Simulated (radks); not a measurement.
Task: The xenon ion Xe8+ is in [Kr] 4d10. Calculated with a radial shooting solver on a logarithmic mesh with Libxc functionals: scalar-relativistic Kohn-Sham, r2SCAN, spin-polarised, spherical densities, finite nucleus; meta-GGA in the generalised Kohn-Sham scheme; Fermi nuclear charge, rms radius of each element as measured or else 0.836 A^(1/3) + 0.57 fm. Open shells are filled with parallel spins first. One electron is removed from 4d, 4p, 3d, 4s in turn, with full relaxation. Which removal costs least, and what does each cost?

Result: 4d 180.67 eV; 4p 266.74 eV; 4s 324.96 eV; 3d 798.16 eV. The 4d electron leaves first.
